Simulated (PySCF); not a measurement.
**Excitation energy of Be⁺ by level of theory**

Be⁺ [He] 2s1 (2S) → Be⁺ [He] 3d1 (2D), as a difference of total energies. Computed with PySCF 2.14 in aug-cc-pVQZ with one added diffuse shell each of s, p, d, f, g type (7s6p5d4f3g, 105 functions), with no relativity, point nucleus. The calculations carry no spin-orbit coupling.

Task: Order these methods by the excitation energy they give, lowest first.
A. PBE0
B. B97-3
C. UHF
D. LC-wPBE

Result: B (11.446 eV), A (11.850 eV), C (12.091 eV), D (12.281 eV).

For comparison: 12.157 eV (measured; NIST levels, between the centres of gravity of the two terms).
